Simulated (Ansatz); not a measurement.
Two isomers of C3H5AlF2: A = `[CH3][Al]1[CH2][C]1(F)F`, B = `[F][Al]([F])[CH]1CC1`.

Isolated molecules relaxed with PBE0-D4/def2-TZVP in Ansatz; ΔE leaves out vibrations. CCSD(T)/CBS is the MP2 limit (def2-TZVPP, def2-QZVPP) plus CCSD(T) − MP2 in def2-TZVPP, frozen cores. DFT in def2-TZVPP. B3LYP here is the variant with VWN-RPA as its local correlation; programs differ in this. One conformer a species, not always the lowest.

**Question.** Which isomer does CCSD(T)/CBS put lower? Give the gap. (An estimate is asked.)

**Answer.** Computed: B, by 128.5 kcal/mol.

**Question.** Give E(B) − E(A) in kcal/mol with B2PLYP, B3LYP, MP2/def2-TZVPP, r2SCAN-D4, HF/def2-TZVPP, ωB97M-V, PBE0-D4. (Estimate.)

**Answer.** Ansatz gave: B2PLYP -126.8, B3LYP -122.5, MP2/def2-TZVPP -134.1, r2SCAN-D4 -122.1, HF/def2-TZVPP -132.1, ωB97M-V -123.0, PBE0-D4 -121.2. None reverses the order clearly.

Largest T1 diagnostic: 0.013.

From PBE to PBE0 (25 % exact exchange), in def2-TZVPP and without D4, E(B) − E(A) moves by −5.2 kcal/mol.
